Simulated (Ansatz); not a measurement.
GanFm: PBE0-D4/def2-TZVP single points in Ansatz on relaxed structures, gas phase. Each cluster is the lowest isomer that a short search found in that spin, judged at the geometry's level, and lower ones may exist. Binding counts from free atoms in the multiplicity of their measured ground term, without zero-point energy. A dash marks a value that wasn't run or was left out as unsound. The structures are stationary points that may keep the symmetry of their start. Remarks come from the PBE and PBE0 runs and from stability tests at other levels; not every state was tested. HOMO above LUMO (over both spins in singlets and doublets, within one spin in higher multiplets; at PBE or PBE0), or a gap under 0.15 eV within one spin, warns that the state may not be the lowest or that an electron is smeared out.

(1) Estimate the order by vertical triplet (eV), lowest first.
A. Ga5F (singlet)
B. Ga2F4 (singlet)

(1) A (0.93), B (5.26).

In full:

```
species  atoms    state            geometry  HOMO (eV)  LUMO (eV)  gap (eV)  vertical IE (eV)  vertical triplet (eV)  binding per atom (eV)  point group (within 0.1 Å)                                                                                remarks
   Ga5F      6  singlet     PBE-D4/def2-SVP      -5.20      -2.82      2.38              6.63                   0.93                   2.17                          Cs  restricted SCF unstable in HF, gap within one spin near zero at PBE or PBE0 (triplet)
  Ga2F4      6  singlet  r2SCAN-D4/def2-SVP      -9.90      -2.47      7.43             12.06                   5.26                   3.48                         D2d                                 gap within one spin near zero at PBE or PBE0 (triplet)
  Ga4F4      8  singlet  r2SCAN-D4/def2-SVP      -6.97      -1.15      5.82                 –                      –                   3.31                          Td                                                                                      –
```

The gap (eV) runs from 2.38 (Ga5F) to 7.43 (Ga2F4). The binding per atom (eV) runs from 2.17 (Ga5F) to 3.48 (Ga2F4).
